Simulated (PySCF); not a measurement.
**Where the electron goes**

Species: AlH2(NMe2), C2H8AlN.
Geometry (PBE0-D3(BJ)/def2-SVP, Å), atoms numbered from 1 in this order:
```
atom  x, y, z in Å
Al1    0.9443    1.6041    0.0043
H2     1.6601    2.0295   -1.3478
H3     0.9621    2.4375    1.3556
N4     0.0467    0.0608    0.0041
C5    -0.6521   -0.4567    1.1546
C6    -0.0529   -0.8034   -1.1460
H7    -1.7342   -0.5886    0.9554
H8    -0.5531    0.2237    2.0146
H9    -0.2607   -1.4462    1.4642
H10    0.4932   -0.3816   -2.0041
H11    0.3670   -1.8088   -0.9438
H12   -1.1050   -0.9530   -1.4600
```

Computed, not measured: TDDFT CAM-B3LYP/def2-SVPD, vertical, gas phase, core orbitals frozen in the response (PySCF 2.14.0, density-fitted response routines).

Kohn–Sham orbitals with the atoms that hold most of them (Löwdin shares over 4%, at most four atoms; ? is withheld):

```
orbital  ε (eV)                            atoms
 HOMO-3  -11.79  C6 25%, C5 25%, H10 14%, H8 14%
 HOMO-2  -10.53    N4 31%, Al1 22%, C5 9%, C6 9%
 HOMO-1   -9.75                                ?
   HOMO   -7.82   N4 55%, C6 10%, C5 10%, Al1 8%
   LUMO       ?                                ?
 LUMO+1    0.96            Al1 63%, C5 7%, C6 7%
 LUMO+2    1.60   Al1 51%, H3 10%, H2 10%, C5 9%
```

Question: Which atoms hold the LUMO, and with what shares?

Answer: Al1 (bonded to N and 2 H) 63%; H3 (bonded to Al) 11%; H2 (bonded to Al) 11%; N4 (bonded to Al and 2 C) 10%. By element: aluminium 63%, hydrogen 22% or more, nitrogen 10%.

Question: Give the leading atoms of the HOMO-1.

Answer: Al1 (bonded to N and 2 H) 38%; H2 (bonded to Al) 28%; H3 (bonded to Al) 28%. By element: hydrogen 56% or more, aluminium 38%.

Question: What is the LUMO energy, and the HOMO–LUMO gap?

Answer: ε(LUMO) = 0.18 eV; the gap is 8.00 eV (0.2938 hartree).

Question: How does S1 compare with the orbital gap of 8.00 eV?

Answer: S1 is at 5.19 eV (f = 0.144), 2.81 eV below the gap, made of HOMO→LUMO (98%). 

Question: One configuration dominates each of S1, S2, S3 and S7. Which, and how do the shares of the two leading atoms of either orbital change from the occupied to the empty one?

Answer: 
- S1 (5.19 eV, f 0.144), HOMO→LUMO (98%): N4 55% → 10%, C6 10% → at most 5%, Al1 8% → 63%, H3 at most 9% → 11%
- S2 (5.82 eV, f 0.0018), HOMO→LUMO+1 (76%): N4 55% → at most 4%, C6 10% → 7%, Al1 8% → 63%, C5 10% → 7%
- S3 (6.19 eV, f 0.0000), HOMO-1→LUMO (99%): Al1 38% → 63%, H2 28% → 11%, H3 28% → 11%
- S7 (7.21 eV, f 0.031), HOMO-2→LUMO (93%): N4 31% → 10%, Al1 22% → 63%, H3 at most 9% → 11%
